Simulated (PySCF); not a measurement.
C₂H₁₀Al₂O₂.
SMILES: `C[O+]1[AlH2-][O+](C)[AlH2-]1`

The closed-shell ground state was solved at several levels (PySCF, density fitting, gas phase, non-relativistic). Geometry: PBE0-D3(BJ)/def2-SVP; no solvent, vibrations or thermal averaging.

```csv
level,basis functions,total energy (Eh),HOMO (eV),LUMO (eV),gap (eV),dipole (D)
PBE0/def2-SVPD,214,-716.8584,-7.58,-0.50,7.08,0.10
PBE0/pcSseg-1,166,-717.1271,-7.58,-0.35,7.23,0.10
```

(1) What might B3LYP/pcSseg-2 (370 basis functions) give for the same quantities?

(2) Over all these levels, which gives the widest orbital gap and which the narrowest?

(3) How far do the dipole and the HOMO energy spread over the levels?

Answers

(1) Total energy -717.8508 Eh, HOMO -7.42 eV, LUMO -0.79 eV, gap 6.63 eV, dipole 0.10 D.

(2) PBE0/pcSseg-1 (global hybrid, 25 % exact exchange) has the widest, 7.23 eV, and B3LYP/pcSseg-2 (global hybrid, 20 % exact exchange) the narrowest, 6.63 eV. Functional and basis both differ between the two, so the spread mixes both effects.

(3) The dipole runs from 0.10 to 0.10 D (mean 0.10 D) and the HOMO from -7.58 to -7.42 eV.
